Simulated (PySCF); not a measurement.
## Assigning NMR signals

Molfile (atoms numbered from 1):
```
C6H9FO2
     RDKit          3D

 18 19  0  0  0  0  0  0  0  0999 V2000
    2.4914   -1.2396   -0.3231 C   0  0  0  0  0  0  0  0  0  0  0  0
    1.4643   -0.1471   -0.2131 C   0  0  2  0  0  0  0  0  0  0  0  0
    1.6575    0.6829    0.9504 O   0  0  0  0  0  0  0  0  0  0  0  0
    0.3480    0.5007    1.3771 C   0  0  1  0  0  0  0  0  0  0  0  0
   -0.3827    1.6482    1.2781 F   0  0  0  0  0  0  0  0  0  0  0  0
    0.0481   -0.4984    0.2621 C   0  0  0  0  0  0  0  0  0  0  0  0
   -1.2137   -0.3862   -0.5847 C   0  0  0  0  0  0  0  0  0  0  0  0
   -1.6479   -1.6882   -0.1982 O   0  0  0  0  0  0  0  0  0  0  0  0
   -0.4583   -1.9114    0.5493 C   0  0  0  0  0  0  0  0  0  0  0  0
    3.4937   -0.8040   -0.4485 H   0  0  0  0  0  0  0  0  0  0  0  0
    2.2846   -1.8781   -1.1957 H   0  0  0  0  0  0  0  0  0  0  0  0
    2.5015   -1.8666    0.5811 H   0  0  0  0  0  0  0  0  0  0  0  0
    1.4570    0.4742   -1.1278 H   0  0  0  0  0  0  0  0  0  0  0  0
    0.2758    0.1620    2.4267 H   0  0  0  0  0  0  0  0  0  0  0  0
   -1.9105    0.4119   -0.2791 H   0  0  0  0  0  0  0  0  0  0  0  0
   -1.0283   -0.3068   -1.6718 H   0  0  0  0  0  0  0  0  0  0  0  0
   -0.6576   -2.1377    1.6125 H   0  0  0  0  0  0  0  0  0  0  0  0
    0.1601   -2.7235    0.1259 H   0  0  0  0  0  0  0  0  0  0  0  0
  1  2  1  0
  2  3  1  0
  3  4  1  0
  4  5  1  0
  4  6  1  0
  6  7  1  0
  7  8  1  0
  8  9  1  0
  6  2  1  0
  9  6  1  0
  1 10  1  0
  1 11  1  0
  1 12  1  0
  2 13  1  6
  4 14  1  1
  7 15  1  0
  7 16  1  0
  9 17  1  0
  9 18  1  0
M  END
```

- PBE0-D3(BJ)/def2-SVP geometry
- PBE0/pcSseg-1 with gauge-including orbitals
- run in PySCF
- non-relativistic Hamiltonian, averaged over atoms made equivalent by symmetry, fast rotation or ring inversion, one conformer, in vacuum

δ = σ(ref) − σ, references computed at the same level: $^{13}$C (184.41 ppm), $^{1}$H (31.27 ppm) vs TMS.

(1) Assign these signals to the numbered atoms. $^{13}$C{$^{1}$H} NMR (computed): δ 116.9, 81.2, 74.1, 73.9, 48.3, 20.1.

(2) Assign these signals to the numbered atoms. $^{1}$H NMR (300 MHz, computed): δ 5.72 (m, 1H), 4.89 (m, 1H), 4.72 (m, 1H), 4.58 (m, 1H), 4.45 (m, 1H), 4.37 (m, 1H), 1.33 (d, 3H).

## Answers

(1) 
116.9 → C4, sp3 CH bonded to F and O: 2 electronegative neighbours deshield it
81.2 → C2, sp3 CH bonded to O: deshielded by the electronegative neighbour
74.1 → C7, sp3 CH2 bonded to O: deshielded by the electronegative neighbour
73.9 → C9, sp3 CH2 bonded to O
48.3 → C6, quaternary sp3 carbon in a ring: aliphatic region, no heteroatom directly attached
20.1 → C1, methyl carbon: a saturated carbon with 1 carbon neighbour and no heteroatom attached

C7 and C9 lie closer than the usual error of such a calculation, so a measured spectrum could show them in the other order.

(2) 
5.72 → H14, hydrogen on an sp3 CH bonded to F and O: its carbon carries F and O, which withdraws density
4.89 → H15, hydrogen on an sp3 CH2 bonded to O: its carbon carries O, an electronegative neighbour
4.72 → H18, hydrogen on an sp3 CH2 bonded to O
4.58 → H13, hydrogen on an sp3 CH bonded to O: its carbon carries O, which withdraws density
4.45 → H17, hydrogen on an sp3 CH2 bonded to O: its carbon carries O, an electronegative neighbour
4.37 → H16, hydrogen on an sp3 CH2 bonded to O
1.33 → H10/H11/H12, hydrogen on a methyl carbon

H17 and H16 lie closer than the usual error of such a calculation, so a measured spectrum could show them in the other order.

Splittings by $^{19}$F in the carbon and heteronuclear signals aren't shown, as no couplings were computed. Shifts are as computed. Against solution values, carbons near 30 ppm lie about +2 ppm off and those near 130 ppm about +5 ppm. Of 1211 compounds with measured shifts, 218 miss one by over three times the rms of a fit or turn the order of signals round; such compounds aren't used in these exercises. No couplings were computed; multiplicities are counted from neighbouring protons, with m where these are inequivalent, close in shift, in a saturated or five-membered ring or joined by F or P, and br s for small geminal =CH2 splittings.
